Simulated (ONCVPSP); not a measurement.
## Logarithmic derivatives: Sc (Z = 21), ONCV

scandium, optimised norm-conserving Vanderbilt (ONCV), made with ONCVPSP 4.0.1 (PBEsol, scalar-relativistic). Core [Ne], reference 3s2 3p6 3d1 4s2. Waves: 3s+4s: rc 1.50 bohr, ncon 4, nbas 7, qcut 6.7 1/bohr, 2 projectors; 3p: rc 1.80 bohr, ncon 5, nbas 8, qcut 7.7 1/bohr, 2 projectors, debl 1.9 Ha; 3d: rc 1.35 bohr, ncon 4, nbas 9, qcut 6.1 1/bohr, 2 projectors, debl 2.1 Ha. Local part: polynomial inside 1.30 bohr (lpopt 5, dvloc0 0 Ha). Core correction: none.

The phase is arctan(r·R′/R) of the radial function R(r), unwrapped; energies in Ha, scanned from -4 to 5 Ha. A pole is an energy at which the radial function vanishes at the test radius. The pseudo phase is shifted by a multiple of π to meet the all-electron one at the reference energy, and phase errors are pseudo minus all-electron; the curves can meet again beyond the range given. Levels narrower than the energy grid can be missing from the lists of poles.

Question: For each channel, where are the poles, and over which energies does the pseudopotential scatter like the atom?

Answer:

| channel | radius (bohr) | reference energy (Ha) | poles, all-electron | poles, pseudo | unbroken range about the reference energy with phases within 0.05 rad | phase error 1 Ha above the reference energy (rad) |
| --- | --- | --- | --- | --- | --- | --- |
| s | 1.52 | -0.15 | -1.10 | -1.10 | the whole range | -0.000 |
| p | 1.82 | -1.23 | -0.80 | -0.80 | the whole range | -0.000 |
| d | 1.37 | -0.12 | 1.61 | 1.61 | the whole range | -0.000 |

Phases in the p channel:

| E (Ha) | all-electron | pseudo |
| --- | --- | --- |
| -3.98 | 1.284 | 1.284 |
| -3.50 | 1.245 | 1.245 |
| -3.02 | 1.185 | 1.185 |
| -2.54 | 1.075 | 1.075 |
| -2.06 | 0.780 | 0.780 |
| -1.58 | -0.480 | -0.480 |
| -1.10 | -1.397 | -1.397 |
| -0.62 | -1.639 | -1.639 |
| -0.14 | -1.780 | -1.780 |
| 0.34 | -1.925 | -1.925 |
| 0.82 | -2.155 | -2.155 |
| 1.30 | -2.663 | -2.663 |
| 1.78 | -3.577 | -3.578 |
| 2.26 | -4.138 | -4.138 |
| 2.74 | -4.372 | -4.372 |
| 3.22 | -4.492 | -4.492 |
| 3.70 | -4.565 | -4.566 |
| 4.18 | -4.617 | -4.618 |
| 4.66 | -4.657 | -4.658 |
